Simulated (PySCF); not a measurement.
F₃In, charge +1, multiplicity 2. Atoms are numbered in the order given.

```xyz
4

In     0.0000     0.0000     0.1916
F      0.0000    -1.0276    -1.5605
F      0.0000     0.0000     2.0779
F      0.0000     1.0276    -1.5605
```
Charge +1, spin multiplicity 2.

Geometry optimised at r2SCAN-D4/def2-SVP. The def2 effective core potentials stand for the cores of In; spin–orbit coupling is left out.

These are TDA-B3LYP/def2-SVPD run with PySCF 2.14.0 values and carry that method's errors.

Vertical excitations. Gas-phase values at a fixed geometry.

Problem. Estimate the UV-visible absorptions. (An estimate is asked for; the answer gives what the named calculation found.)

Solution. 
| state | energy (eV) | λ (nm) | f | main pairs |
|---|---|---|---|---|
| root 1 | 1.38 | 900 | 0.000 | β HOMO−2→LUMO 100 % |
| root 2 | 1.85 | 672 | 0.000 | β HOMO−4→LUMO 69 %, β HOMO→LUMO 30 % |
| root 3 | 2.25 | 550 | 0.000 | β HOMO−6→LUMO 87 % |
| root 4 | 3.10 | 400 | 0.022 | β HOMO−3→LUMO 52 %, β HOMO−7→LUMO 22 %, β HOMO−5→LUMO 19 % |
| root 5 | 3.21 | 387 | 0.000 | β HOMO−1→LUMO 88 % |
| root 6 | 3.24 | 383 | 0.000 | β HOMO→LUMO 70 %, β HOMO−4→LUMO 30 % |
| root 7 | 4.21 | 294 | 0.060 | α HOMO→LUMO 15 %, α HOMO−5→LUMO 7 %, β HOMO−5→LUMO 48 %, β HOMO−3→LUMO 16 % |
| root 8 | 4.36 | 285 | 0.003 | α HOMO→LUMO 49 %, β HOMO→LUMO+1 45 % |
| root 9 | 4.42 | 280 | 0.000 | α HOMO−1→LUMO 61 %, β HOMO−1→LUMO+1 37 % |
| root 10 | 4.94 | 251 | 0.001 | α HOMO→LUMO 8 %, β HOMO−7→LUMO 49 %, β HOMO−5→LUMO 25 %, β HOMO→LUMO+1 16 % |
Unrestricted roots are not spin-pure.
